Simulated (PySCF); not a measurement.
CuH₄O₂, charge +1, multiplicity 1.

```xyz
7

Cu     0.0000     0.0000     0.0040
O     -1.8794    -0.0331    -0.0316
H     -2.4172    -0.4405     0.6599
H     -2.4097     0.6483    -0.4653
O      1.8794     0.0331    -0.0316
H      2.4172     0.4405     0.6599
H      2.4097    -0.6483    -0.4653
```
Charge +1, spin multiplicity 1.

Coordinates come from a r2SCAN-D4/def2-TZVP optimisation. The multiplicity is an assumed one; other spin states were not compared.

These are PBE/pcSseg-1 run with PySCF values and carry that method's errors. Non-relativistic, no solvent.

Computed absolute GIAO shielding of each atom: isotropic value and principal components (ppm):
```csv
atom,σ(iso),σ11,σ22,σ33,span
Cu1,803.0,17.6,19.7,2371.7,2354.1
O2,361.6,316.0,337.4,431.4,115.4
H3,28.5,17.9,22.9,44.8,26.8
H4,28.5,17.9,22.9,44.7,26.8
O5,361.6,316.0,337.4,431.4,115.4
H6,28.5,17.9,22.9,44.8,26.8
H7,28.5,17.9,22.9,44.7,26.8
```
